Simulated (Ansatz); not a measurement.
Reaction (formal exchange of groups at a Ge–B bond): `O=C[BH][GeH3]` + `C=CBr` → `[GeH3]/[CH]=C\Br` + `BC=O`

Program: Ansatz. Geometries: PBE0-D4/def2-TZVP. ΔE: electronic, gas phase. CBS: MP2 limit from def2 TZ/QZ plus the TZ coupled-cluster correction, frozen cores. For Br, Ge outer-core shells are correlated without core-valence functions, which leaves a few kJ/mol of doubt a bond. Scalar relativity is left out up to krypton. One conformer a species, not always the lowest.

`O=C[BH][GeH3]`:

Z-matrix (Å, degrees):
```
Ge
B 1 2.059
H 1 1.543 2 107.8
H 1 1.538 2 112.8 3 119.1
H 1 1.537 2 111.7 3 -117.9
C 2 1.535 1 120.9 3 -115.3
H 2 1.194 1 121.4 3 72.8
O 6 1.222 2 99.6 1 -85.8
H 6 1.104 2 138.5 1 94.2
```

`C=CBr`:

Z-matrix (Å, degrees):
```
C
C 1 1.319
H 1 1.084 2 119.4
H 1 1.083 2 122.5 3 180.0
Br 2 1.881 1 123.4 3 180.0
H 2 1.082 1 124.1 3 -0.0
```

`[GeH3]/[CH]=C\Br`:

Cartesian coordinates in Å:
```
Ge -1.047 -0.769 -0.349
C 0.383 0.018 0.708
C 1.224 0.950 0.294
Br 1.180 1.698 -1.438
H -1.761 -1.806 0.532
H -2.046 0.315 -0.780
H -0.470 -1.460 -1.592
H 0.521 -0.326 1.730
H 2.017 1.379 0.894
```

`BC=O`:

Cartesian coordinates in Å:
```
B 0.191 0.606 0.409
C 0.029 -0.669 -0.436
O -1.191 -0.646 -0.500
H 0.117 0.514 1.595
H 0.230 1.658 -0.150
H 0.624 -1.463 -0.918
```

```tsv
species	CCSD(T)/CBS(def2) energy (Eh)
`O=C[BH][GeH3]`	-2217.07554
`C=CBr`	-2651.19815
`[GeH3]/[CH]=C\Br`	-4728.50753
`BC=O`	-139.76288
```

(1) Work out ΔE.

Largest T1 diagnostic among the species: 0.021, so the coupled-cluster value is less sure than usual.

Results:

(1) ΔE = (-4728.50753) + (-139.76288) − (-2217.07554) − (-2651.19815) = 0.00328 Eh = +0.09 eV.

The D4 term adds −0.04 eV with B3LYP and −0.02 eV with PBE0; it sums over pairs of atoms, weighted by their polarisabilities, and B3LYP, whose exchange is more repulsive, gets the larger term. From PBE to PBE0 (25 % exact exchange), in def2-TZVPP and without D4, ΔE moves by −0.03 eV.

B3LYP here is the variant with VWN-RPA as its local correlation; programs differ in this.
